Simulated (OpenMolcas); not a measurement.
Computed levels of 2s² 2p³ in ions with 7 electrons, in cm-1 above ⁴S°_3/2.

```
Program             : OpenMolcas
Method              : SS-CASPT2, IPEA 0.25 Eh, imaginary shift 0.1 Eh
Basis               : ANO-R3
Scalar Hamiltonian  : X2C, finite nucleus
Spin-orbit coupling : RASSI with atomic mean-field integrals over the reference wave functions, term energies averaged over their components
```

Active space for each ion: 3 electrons in 3 orbitals (2p); closed shells correlated by CASPT2: 1s 2s.

| Level | N | F2+ | Ne3+ |
| --- | --- | --- | --- |
| ²D°_3/2 | 19650 | 34930 | 42250 |
| ²D°_5/2 | 19650 | 34940 | 42270 |
| ²P°_1/2 | 31110 | 54990 | 66370 |
| ²P°_3/2 | 31110 | 55000 | 66400 |

Question: Estimate ²D°_3/2, ²D°_5/2 for O+ from its neighbours N and F2+.

Answer: ²D°_3/2 is another term, which grows about linearly with the charge: (19650 + 34930) / 2 = 27290. The calculation gives 27470, so the estimate is off by -0.7 %; the measured value is 26831 (NIST Handbook of Basic Atomic Spectroscopic Data).
²D°_5/2 is another term, which grows about linearly with the charge: (19650 + 34940) / 2 = 27295. The calculation gives 27480, so the estimate is off by -0.7 %; the measured value is 26811 (NIST Handbook of Basic Atomic Spectroscopic Data).

Term energies are means over components that CASPT2 splits; among the terms shown or strongly mixed into the levels shown the widest spread is 150 cm-1 (2s² 2p³ ²D°, N). With the s shell closed, the reference lacks s² → p² mixing. Computed and measured levels are paired by configuration, term and J; levels that our copy of the source lacks, or whose pairing is in doubt (as where it misses far off the trend of its configuration), stay unpaired and out of the deviations. Only configurations of the active space appear.

° marks odd parity.
